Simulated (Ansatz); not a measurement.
C$_{5}$H$_{13}$AlO, triplet, geometry from GFN2-xTB (such geometries of metal compounds can be far from the true shape) (a higher spin typed on purpose: for a closed-shell molecule this is an excited state). Base run: SVWN5/3-21G (Ansatz, a quantum-chemistry and plane-wave program).

Input for Ansatz:
Ansatz 0.2 input:
```yaml
crystal:
  periodic: [false, false, false]
  atoms:
    - {symbol: Al, position_ang: [0.75514463, 0.19281173, 1.26398557]}
    - {symbol: C, position_ang: [-1.02656718, -0.28478633, 2.43658849]}
    - {symbol: H, position_ang: [-0.95638558, -1.36738803, 2.46589890]}
    - {symbol: H, position_ang: [-1.95237655, 0.02441589, 1.96536206]}
    - {symbol: H, position_ang: [-0.92354537, 0.13693308, 3.42798529]}
    - {symbol: C, position_ang: [-0.07994000, 2.20347045, 1.45896135]}
    - {symbol: H, position_ang: [0.62461141, 2.76590075, 0.85476590]}
    - {symbol: H, position_ang: [-0.03538247, 2.51278945, 2.49505334]}
    - {symbol: H, position_ang: [-1.08286261, 2.29369068, 1.05789131]}
    - {symbol: O, position_ang: [0.60861867, -0.36009541, -0.29904429]}
    - {symbol: C, position_ang: [0.37426950, -0.77680375, -1.60864576]}
    - {symbol: C, position_ang: [0.12575951, 0.43350758, -2.50794583]}
    - {symbol: C, position_ang: [-0.81366965, -1.73723137, -1.64909329]}
    - {symbol: H, position_ang: [1.27192093, -1.30617866, -1.96488046]}
    - {symbol: H, position_ang: [-0.76152008, 0.96339275, -2.16834867]}
    - {symbol: H, position_ang: [-0.01578771, 0.11836922, -3.53882438]}
    - {symbol: H, position_ang: [0.97475283, 1.11122124, -2.45582948]}
    - {symbol: H, position_ang: [-0.62460241, -2.58413830, -0.99350899]}
    - {symbol: H, position_ang: [-1.70833104, -1.22437101, -1.30281581]}
    - {symbol: H, position_ang: [-0.97543379, -2.09936565, -2.66139668]}
basis:
  gaussian:
    orbitals: 3-21G.json
hamiltonian:
  xc: {name: SVWN5}
magnetization: {spin_polarized: true, initial_magnetization: 2}
```
The basis file holds 3-21G in the JSON format of the Basis Set Exchange.

Variants of this job, named by their change:

```csv
change,E (Eh),SCF-reference <S^2>,core-seconds (rough)
base,-509.66231,2.002,7
functional = b3lyp,-513.16447,2.006,10
functional = B2GP-PLYP,-512.44912,2.020,10
functional = cam_b3lyp,-512.97852,2.010,10
functional = r2scan,-512.93382,2.007,20
functional = B2PLYP,-512.59031,2.016,10
functional = pbe0,-512.69728,2.007,10
functional = revpbe,-512.98929,2.003,20
functional = blyp; dispersion = d4,-513.01414,2.003,10
functional = pbe0; dispersion = d3bj,-512.71087,2.007,10
functional = b3lyp; dispersion = d3bjatm,-513.19058,2.006,10
functional = blyp; dispersion = d3bj,-513.01321,2.003,10
functional = pbe0; dispersion = d3bjatm,-512.71079,2.007,10
```

Total energies compare only within one method and basis.
